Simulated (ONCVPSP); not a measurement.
## Before and after: ONCV potential for Cd (Z = 48)

ONCVPSP 4.0.1 input, shortened (lines: element, Z, core and valence counts, functional; n l f; lmax; l rc ep ncon nbas qcut; lloc lpopt rc5 dvloc0; l nproj debl; icmod fcfact rcfact), PW91, scalar-relativistic:

```
  Cd 48.00    6    4  -109134      upf
    1    0    2.00
    2    0    2.00
    2    1    6.00
    3    0    2.00
    3    1    6.00
    3    2   10.00
    4    0    2.00
    4    1    6.00
    4    2   10.00
    5    0    0.50
    2
    0    1.45    0.00    4    8    9.30
    1    1.60    0.00    3    8   11.00
    2    1.25    0.00    4    7    7.60
    4    5    1.10    3.00
    0    2    2.20
    1    2    0.60
    2    2    2.40
    3    3.25    1.10
```

In the p channel the program set the typed energies aside and used -2.970, 0.250 Ha.

All-electron outer shells of the reference configuration (PW91, scalar-relativistic, ld1.x):

| shell | level (eV) | outermost node (bohr) | outermost maximum (bohr) |
| --- | --- | --- | --- |
| 3d | -407.48 | – | 0.27 |
| 4s | -119.73 | 0.43 | 0.79 |
| 4p | -80.80 | 0.43 | 0.84 |
| 4d | -25.43 | 0.42 | 0.98 |
| 5s | -17.17 | 1.06 | 2.18 |

Change: core correction Teter function, fcfact 3.25, rcfact 1.88.

Cutoffs: the cutoffs (Ha) at which the residual kinetic energy of the hardest occupied pseudo-wave falls to 1 and 0.1 mHa per electron; they do not see the model core or the augmentation charge, which bear on the density cutoff. Errors are all-electron minus pseudo energies relative to the spin-unpolarised reference configuration.

What does the change do?

The potential gets neither clearly harder nor softer (54 Ha and 104 Ha → 54 Ha and 104 Ha); of the 4 tests that both files solve, the error grows in 0 and shrinks in 2 by more than 15 % and 0.3 meV (median size 1.9 → 1.2 meV); neither file shows a bound ghost. A model core, the more so a compact one, raises the density cutoff, which this test does not measure.

```tsv
quantity	base	changed
cutoff, loose	54 Ha	54 Ha
cutoff, tight	104 Ha	104 Ha
bound ghosts	none	none
GHOST(+) flags under 300 eV	none	none
error for 4s2 4p6 4d10 5s2, meV [ΔE -16.91 eV]	+2.0	+0.7
error for 4s2 4p6 4d10 5s1, meV [ΔE -7.57 eV]	+1.1	+0.9
error for 4s2 4p6 4d10 5s0, meV [ΔE 9.64 eV]	-1.8	-2.0
error for 4s2 4p6 4d10 5s1 5p1, meV [ΔE -12.21 eV]	+2.0	+1.5
s: phases at 1.47 bohr within 0.05 rad from the reference energy up to (Ha; the scan ends near 5)	to the end of the scan	to the end of the scan
p: phases at 1.63 bohr within 0.05 rad from the reference energy up to (Ha; the scan ends near 5)	to the end of the scan	to the end of the scan
d: phases at 1.27 bohr within 0.05 rad from the reference energy up to (Ha; the scan ends near 5)	to the end of the scan	to the end of the scan
rms error of d²Exc/dni dnj with the model core, mHa	0.92	3.85
```
